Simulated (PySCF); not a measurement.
## Pr(IV) with more and more NH2

Computed with PySCF 2.14.0, PBE0, def2-SVP on the ligands, density fitting, scalar-relativistic core potentials, no spin-orbit coupling, vacuum. The metal has lcecp-2-SVP with ECP47. Each complex is relaxed within the symmetry of its template. Distances are means of the shortest metal–ligand contacts, charges and spins Mulliken's; removal energies are rigid, with the ligand's formal charge and no counterpoise, so too large; for an anion taken off a cation in vacuum most of it is the attraction of opposite charges, and multiply charged cations can part far more cheaply with an electron moved from ligand to metal. lcecp potentials hold a fixed number of 4f electrons in the core, out of states, spins and gaps.

```tsv
complex	point group	M–NH2 (Å)	charge on M (e)	removal of one NH2 (eV)	unstable modes (below −25 cm⁻¹)
[Pr(NH2)2]2+	C2v	2.031	1.66	25.98	0
Pr(NH2)4	S4	2.189	1.02	10.87	not given
```

Task: What does the calculation give for [Pr(NH2)3]+?

Result: point group: C3v, M–NH2 (Å): 2.111, charge on M (e): 1.27, removal of one NH2 (eV): 17.24, unstable modes (below −25 cm⁻¹): not given.
```xyz
10

Pr    0.0450    0.0369   -0.4961
N     2.0524    0.0032    0.1541
H     2.6245    0.8107    0.4169
H     2.6277   -0.8328    0.2912
N    -1.0349    1.7849   -0.0114
H    -0.6313    2.6924    0.2370
H    -2.0522    1.8803    0.0490
N    -1.0089   -1.7786   -0.2698
H    -0.5967   -2.7066   -0.1401
H    -2.0256   -1.8905   -0.2308
```

The more ligands, the longer each bond and the weaker the last ligand is held.

Moved off a saddle point of the template and relaxed again: [Pr(NH2)2]2+, [Pr(NH2)3]+, Pr(NH2)4. One start shape was tried for each, so a minimum needn't be the lowest isomer. Oxidation states forced by the potential, rare, strongly oxidising or of another configuration in reality: [Pr(NH2)2]2+, [Pr(NH2)3]+, Pr(NH2)4.
